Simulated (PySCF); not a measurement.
**Worked example: the barrier**

An elementary step of SiNH$_{4}$F$_{3}$, closed shell (SiHF₃ ([F][SiH]([F])[F]) + NH₃ → SiNH₂F₃ ([NH2][Si]([F])([F])[F]) + H₂; bonds formed: H2–H6; dative contacts that become bonds: Si1–N7; bonds broken: Si1–H2, H6–N7). “Start” is the structure reached by relaxing down from the saddle towards the reactants; PBE0-D4/def2-TZVP structures. The saddle:

| atom | x (Å) | y (Å) | z (Å) |
| --- | --- | --- | --- |
| Si1 | -0.6455 | -0.3712 | -0.0984 |
| H2 | 0.6523 | -1.3372 | 0.5801 |
| F3 | -0.6028 | -1.3879 | -1.3168 |
| F4 | -1.4115 | -0.6634 | 1.2610 |
| F5 | -1.7039 | 0.6668 | -0.7227 |
| H6 | 1.1105 | -0.3598 | 0.4526 |
| N7 | 0.7749 | 0.7805 | 0.0249 |
| H8 | 0.6707 | 1.5547 | 0.6729 |
| H9 | 1.1553 | 1.1176 | -0.8537 |

Computed with PySCF 2.14 with density fitting (its default auxiliary sets; JK sets also for MP2 and CCSD(T)) (basis: def2-TZVPP and def2-QZVPP); correlated methods freeze the cores.

Energies in eV:

| quantity | saddle | start |
| --- | --- | --- |
| Hartree–Fock, triple zeta (X = 3) | -17533.15323 | -17535.59629 |
| Hartree–Fock, quadruple zeta (X = 4) | -17533.89029 | -17536.32822 |
| MP2 correlation, X = 3 | -30.60580 | -30.13141 |
| MP2 correlation, X = 4 | -33.41873 | -32.93543 |
| CCSD(T) correlation, X = 3 | -32.01016 | -31.57670 |

(1) Work out the barrier at the basis limit: extrapolate Hartree–Fock as E(X) = E∞ + A exp(−7.88 √X) and the MP2 correlation as E(X) = E∞ + B X^−2.97 (the exponents that Neese and Valeev fitted for def2-TZVPP and QZVPP), then add CCSD(T) − MP2 in triple zeta.

T1 diagnostic: at most 0.012.

## Answers

(1) Each step is linear, so take the differences first (saddle − start): Hartree–Fock 2.44306 (X = 3) and 2.43793 (X = 4); MP2 correlation -0.47439 and -0.48330; CCSD(T) correlation -0.43346.
Two points give E∞ = E(4) + w [E(4) − E(3)], with w = 1/(exp(7.88 (2 − √3)) − 1) = 0.1377 for Hartree–Fock and w = 1/((4/3)^2.97 − 1) = 0.7407 for the correlation.
Hartree–Fock: 2.43793 + 0.1377 × (-0.00513) = 2.4372 eV.
MP2 correlation: -0.48330 + 0.7407 × (-0.00891) = -0.4899 eV.
CCSD(T) − MP2: -0.43346 − (-0.47439) = 0.0409 eV.
Sum: 2.4372 + (-0.4899) + 0.0409 = 1.9882 eV, or 45.85 kcal/mol. Plain CCSD(T) in triple zeta gives 2.0096 eV, so the larger basis shifts the result by -0.0214 eV.

Labels in which every atom is bracketed show which atoms are joined, not bond orders.

For scale, one of the runs: CCSD(T)/def2-TZVPP, 222 basis functions, launched by `OMP_NUM_THREADS=4 python run.py`. Time: 16 min of wall clock on 4 CPU threads of an Arm Neoverse V2; the host was shared. Peak host memory: 4.6 GiB.
